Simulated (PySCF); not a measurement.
Compound: C₇H₆ClOP.
Bonds: C1–C2, C2–O3 (double), C2–C4, C4–P5 (aromatic), P5–C6 (aromatic), C6–C7 (aromatic), C7–C8 (aromatic), C8–C9 (aromatic), C9–Cl10, C4–C9 (aromatic). Hydrogens: H11, H12, H13 on C1; H14 on C6; H15 on C7; H16 on C8.

All values: PBE0/pcSseg-1 and wB97X-D/def2-SVPD (PySCF, non-relativistic), on one gas-phase PBE0-D3(BJ)/def2-SVP geometry that isn't relaxed in the solvent. The solvent is an IEF-PCM continuum (cavity from Bondi-type radii × 1.2). Only the electrostatic response of the medium enters.

Gas phase at PBE0/pcSseg-1: HOMO -7.42 eV, LUMO -2.24 eV, dipole 3.55 D.

Question: What does the continuum do to the energy, the frontier levels and the dipole at PBE0/pcSseg-1 in chloroform and water?

Answer: 
| solvent | ε | E(solvent) − E(gas) (kJ/mol) | polarisation term (kJ/mol) | distortion of the solute (kJ/mol) | HOMO (eV) | LUMO (eV) | dipole (D) |
| --- | --- | --- | --- | --- | --- | --- | --- |
| chloroform | 4.711 | -18.65 | -21.54 | 2.89 | -7.40 | -2.19 | 4.55 |
| water | 78.36 | -26.83 | -33.10 | 6.27 | -7.41 | -2.20 | 5.04 |

The polarisation term is half the interaction of the solute with the surface charges that it induces; the rest is the cost of distorting the solute's density. The sum is the electrostatic part of solvation alone. From chloroform to water the lowering changes by a factor 1.44, Onsager's factor (ε − 1)/(2ε + 1) by 1.38 and ε itself by 16.6.

Question: Which radius a makes the point-dipole formula ΔE = −[(ε − 1)/(2ε + 1)]·μ²/a³ give the value in water, with the gas-phase dipole?

Answer: μ = 1.396 au and |ΔE| = 0.01022 Eh give a = 2.40 Å; the farthest nucleus lies 3.70 Å from the centroid of the nuclei, so such a sphere wouldn't even hold the nuclei. The formula assumes a rigid point dipole at the centre of a sphere.

Question: Which IAO charges (PBE0/pcSseg-1) respond most in chloroform (means over atoms taken as equivalent)?

Answer: 
| atoms | environment | gas (e) | solvent (e) | change |
| --- | --- | --- | --- | --- |
| O3 | ketone oxygen | -0.400 | -0.435 | -0.035 |
| P5 | phosphorus bonded to 2 C | +0.444 | +0.422 | -0.022 |
| H15 | aromatic hydrogen | +0.162 | +0.174 | +0.012 |
| H14 | aromatic hydrogen | +0.169 | +0.180 | +0.011 |
| H16 | aromatic hydrogen | +0.170 | +0.180 | +0.010 |
| C2 | ketone carbonyl carbon | +0.386 | +0.396 | +0.010 |

Question: How do the nuclear quadrupole coupling constants eQVzz/h respond in chloroform?

Answer: 
```
     nucleus  Q (barn)  gas (MHz)  solvent (MHz)  η gas  η solvent
   17O at O3   -0.0256      12.02          11.74   0.48       0.42
35Cl at Cl10   -0.0817     -74.92         -74.72   0.12       0.12
```

Gas phase at wB97X-D/def2-SVPD: HOMO -9.18 eV, LUMO -0.58 eV, dipole 3.68 D.

Question: What does the continuum do to the energy, the frontier levels and the dipole at wB97X-D/def2-SVPD in chloroform?

Answer: 
| solvent | ε | E(solvent) − E(gas) (kJ/mol) | polarisation term (kJ/mol) | distortion of the solute (kJ/mol) | HOMO (eV) | LUMO (eV) | dipole (D) |
| --- | --- | --- | --- | --- | --- | --- | --- |
| chloroform | 4.711 | -19.56 | -22.97 | 3.41 | -9.11 | -0.54 | 4.80 |

Question: How does the static polarisability (wB97X-D/def2-SVPD, frozen core, with the continuum's full static response) change?

Answer: 
```csv
medium,isotropic (au),principal values (au),⟨r²⟩ of the electrons (bohr²)
gas,122.0,"77.8, 137.9, 150.2",1835.3
chloroform,159.4,"99.3, 184.5, 194.5",1834.5
```

The isotropic value in chloroform is 1.31 times the gas-phase one; no cavity-field correction is applied. ⟨r²⟩ is taken about the centre of nuclear charge.

Hardware: one thread, Arm Neoverse V1 (aarch64), on a shared host. Cost: 42 s of wall time, 1.1 GiB resident at most. This is the whole shielding run at PBE0/pcSseg-1 in water, SCF included.

Shape of the structure used: `[CH3:1][C:2](=[O:3])[c:4]1[p:5][cH:6][cH:7][cH:8][c:9]1[Cl:10]`: C1–C2–C4–P5 -134°.

wB97X-D is run here without its empirical dispersion term; that term would change no orbital, density or response property at a fixed geometry.
